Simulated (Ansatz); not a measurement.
System: sum formula GeBrF$_{2}$, charge 0, multiplicity 2. It need not be the lowest isomer of its formula. 
Geometry from a B3LYP-D3(BJ)/def2-TZVP (Ansatz, a first-principles code) optimisation:
```
Ge
F 1 1.7414
F 1 1.7414 2 103.48
Br 1 2.3357 2 108.95 3 -115.81
```
Charge 0, spin multiplicity 2.

Basis-set convergence of Hartree-Fock and MP2 correlation energies (hartree) with Ansatz. Correlated levels leave the core frozen unless marked. Open shells are spin-unrestricted. Spin-orbit coupling is left out. Frozen are the shells of the preceding noble gas and the d and f shells that filled before the atom's block. Non-relativistic.

```json
[
 {"basis": "def2-SVPD", "functions": "125", "E(HF)": "-4846.02631", "E(corr, MP2)": "-0.59737"},
 {"basis": "def2-TZVPPD", "functions": "191", "E(HF)": "-4846.85192", "E(corr, MP2)": "-0.75922"},
 {"basis": "def2-QZVPPD", "functions": "325", "E(HF)": "-4846.95122", "E(corr, MP2)": "-0.82873"}
]
```

Extrapolating the two largest sets (X = 3 and 4) as X^-3: E(corr) = (64·(-0.82873) - 27·(-0.75922))/37 = -0.8795 Eh, an estimate of the basis-set limit. The largest set recovers 94.2 % of it, the smallest 67.9 %.
